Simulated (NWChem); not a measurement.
# Total energies of CNO

SMILES: N#C[O]
```xyz
3

O      0.0000     0.0000     1.1395
C      0.0000     0.0000    -0.0409
N      0.0000     0.0000    -1.2673
```
Charge 0, spin multiplicity 2.

Program: NWChem. The geometry was optimised at UB3LYP/def2-SVP, a minimum by its harmonic frequencies.

Basis set: 6-31G* (42 functions).

```
method   total energy (Ha)
-------  -----------------
UHF             -167.12704
UMP2            -167.53642
UB2PLYP         -167.84995
UPBE            -167.82042
UB3LYP          -167.99728
Ur2SCAN         -167.91522
```

Total energies of different functionals aren't comparable as a measure of quality: only differences taken within one method are. 

The correlated methods keep 3 core orbitals frozen. B3LYP has NWChem's definition, with VWN1-RPA local correlation. The Pople sets run with spherical d functions. The structure started from a generated list of species. The unpaired electrons of the parent sit in orbitals of symmetry b1 (C2v labels of the run); other states weren't searched. The stability of the SCF solutions was not checked. Open-shell Hartree-Fock references start from PBE0 orbitals.
